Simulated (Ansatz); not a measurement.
Computed with Ansatz on PBE0-D4/def2-TZVP structures; ΔE is electronic, products minus reactants. CCSD(T)/CBS is the MP2 limit (def2-TZVPP, def2-QZVPP) plus CCSD(T) − MP2 in def2-TZVPP, frozen cores. Functionals use def2-TZVPP. For Br outer-core shells are correlated without core-valence functions, which leaves a few kJ/mol of doubt a bond. Scalar relativity is left out up to krypton. Each species was taken in one conformer, which may not be the lowest.

Consider the redistribution: `C[SiH](F)Br` + `CNBS` → `CN[SiH](F)Br` + `CBS`.

Question: Is it downhill or uphill in electronic energy at CCSD(T)/CBS, and by how much? (Estimate.)

Answer: Ansatz gave: Uphill: ΔE = +51.7 kJ/mol.

Question: What do these levels give: PBE-D4, ωB97X-V, ωB97M-V, B2PLYP, PBE, r2SCAN, PBE0, HF/def2-TZVPP, CCSD/def2-TZVPP, HF/def2-QZVPP, SCS-MP2/def2-QZVPP, HF/CBS(def2)? (Estimate.)

Answer: The calculation gave: PBE-D4 56.9, ωB97X-V 52.5, ωB97M-V 52.9, B2PLYP 54.3, PBE 58.9, r2SCAN 55.2, PBE0 57.0, HF/def2-TZVPP 49.6, CCSD/def2-TZVPP 52.3, HF/def2-QZVPP 49.1, SCS-MP2/def2-QZVPP 51.8, HF/CBS(def2) 49.0 kJ/mol.

Largest T1 diagnostic among the species: 0.013.

In def2-TZVPP, CCSD(T) changes the Hartree–Fock value by +3.5 kJ/mol (the triples alone add +0.8 kJ/mol) and MP2 by +3.4 kJ/mol. The D4 term adds −3.2 kJ/mol with B3LYP and −1.8 kJ/mol with PBE0; it sums over pairs of atoms, weighted by their polarisabilities, and B3LYP, whose exchange is more repulsive, gets the larger term.

B3LYP here is the variant with VWN-RPA as its local correlation; programs differ in this.
